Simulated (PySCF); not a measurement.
Computed properties of C4H12OSi, SMILES CC[Si@H](C)OC

C4H12OSi, SMILES C[Si@H](OC)CC. The structure is a stationary point at ωB97X-D3(BJ)/def2-SVP. The structure was generated by enumeration; whether it is a known compound was not checked. One conformer was computed; it need not be the lowest. All values are computed for the isolated molecule unless a solvent is named; none is compared with measurement here.

**Structure.** All 48 harmonic modes at ωB97X-D3(BJ)/def2-SVP (PySCF) are real, so it is a minimum. With heavy atoms numbered as in [CH3:1][CH2:2][Si@H:3]([CH3:4])[O:5][CH3:6], the shortest bond between them is O5–C6 at 1.404 Å and the longest C2–Si3 at 1.881 Å.

**Vibrations.** The strongest infrared lines (harmonic, unscaled, degenerate partners summed) lie at 880 cm⁻¹ (201 km/mol, H 68 %, Si 20 %), 2262 cm⁻¹ (150 km/mol, H 97 %), 903 cm⁻¹ (132 km/mol, H 79 %, Si 10 %, C 10 %). The softest mode is at 66 cm⁻¹ and the zero-point energy is 97.1 kcal/mol.

**Electronic structure.** PBE0/def2-TZVP (PySCF) places the frontier levels at -7.58 and 0.98 eV, a gap of 8.56 eV, and gives a dipole moment of 1.60 D. PBE/def2-TZVP (PySCF) at the same geometry gives -6.14 and 0.19 eV, so its gap is 2.23 eV narrower. An orbital gap is neither the optical nor the fundamental gap.

**Excitations.** TDA-B3LYP/def2-SVPD (PySCF) has S1 at 6.79 eV (182 nm, f = 0.000, dark); the most intense of the 6 singlets computed lies at 7.62 eV (f = 0.02). T1 (TDA) is at 6.70 eV, 0.09 eV under S1. TDA-PBE/def2-SVPD (PySCF) puts S1 at 6.06 eV. No vertical singlet excitation falls in the visible range (under 3.1 eV).

**NMR.** GIAO shifts at PBE0/pcSseg-1 (PySCF) (non-relativistic, atoms alike by connectivity averaged): ¹³C from -1.6 to 52.7 ppm against TMS; ¹H from 0.4 to 4.9 ppm against TMS; ²⁹Si at 12.8 ppm against TMS.

**Solvation.** SMD-M06-2X/def2-SVP (PySCF) gives 0.4 kcal/mol in water, -3.5 kcal/mol in methanol, -1.5 kcal/mol in dimethylsulfoxide (1 M in both phases, gas-phase geometry); of these solvents methanol holds the molecule best.
